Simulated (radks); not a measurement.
The numbers below are computed, except where a source is named.
Effect of the nuclear size on the erbium ion Er2+, [Xe] 4f12. Code: a radial shooting solver on a logarithmic mesh with Libxc functionals. Model: Dirac Kohn-Sham, relativistic LDA (MacDonald-Vosko exchange, VWN5 correlation), spin-unpolarised, spherical densities, finite nucleus; open shells are shared between the two j in proportion to 2j + 1; Fermi nuclear charge, rms radius 5.2516 fm. The rms radius is varied about that value; shifts are against it.

| rms radius (fm) | total energy shift (eV) | density at nucleus (e/bohr^3) | 1s1/2 shift (meV) | 2s1/2 shift (meV) | 5s1/2 shift (meV) | 4f7/2 shift (meV) | 6s1/2 (empty) shift (meV) |
|---|---|---|---|---|---|---|---|
| 4.6057 | -7.32 | 8.941e+05 | -2980 | -398 | -3.31 | 0.299 | -0.473 |
| 4.8787 | -4.31 | 8.794e+05 | -1750 | -234 | -1.95 | 0.176 | -0.278 |
| 5.2516 | 0 | 8.608e+05 | 0.000 | 0.000 | 0.000 | 0.000 | 0.000 |
| 5.7137 | 5.65 | 8.401e+05 | 2300 | 307 | 2.55 | -0.231 | 0.365 |
| 5.7978 | 6.72 | 8.365e+05 | 2730 | 365 | 3.03 | -0.274 | 0.434 |

Slopes of the eigenvalues against <r^2> in GHz/fm^2, as finite differences over the two radii next to the reference (eigenvalue slopes, not the field-shift constants of lines): 1s1/2 111000, 2s1/2 14800, 5s1/2 123, 4f7/2 -11.1, 6s1/2 (empty) 17.6.
